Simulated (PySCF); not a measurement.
Si (silicon, neutral) across methods

[Ne] 3s1 3p3, high-spin 5S determinant (an excited configuration). Computed with PySCF 2.14 in aug-cc-pVQZ-DK (7s6p4d3f2g, 84 functions), with the spin-free X2C one-electron Hamiltonian (Gaussian nucleus).

```
   method  E (hartree)  mean ε 2p β (eV)  mean ε 3s α (eV)  mean ε 3p α (eV)  Σ⟨r²⟩ (bohr²)   ⟨S²⟩
      LDA    -288.6542           -96.393           -12.472            -5.457          32.79  6.000
     TPSS    -289.8485           -96.675           -12.648            -5.479          32.37  6.000
CAM-B3LYP    -289.8247           -102.64           -15.946            -7.617          32.44  6.000
      UHF   -289.36360           -115.92           -19.724            -9.465          32.37  6.000
   revPBE    -289.7797           -96.186           -12.462            -5.432          32.52  6.000
      PBE    -289.6836           -96.248           -12.481            -5.445          32.59  6.000
  wB97X-V    -289.7752           -103.40           -17.223            -8.679          32.52  6.000
     PBE0    -289.7149           -101.42           -14.413            -6.546          32.31  6.000
   r2SCAN    -289.8219           -98.093           -13.178            -5.747          32.18  6.000
```
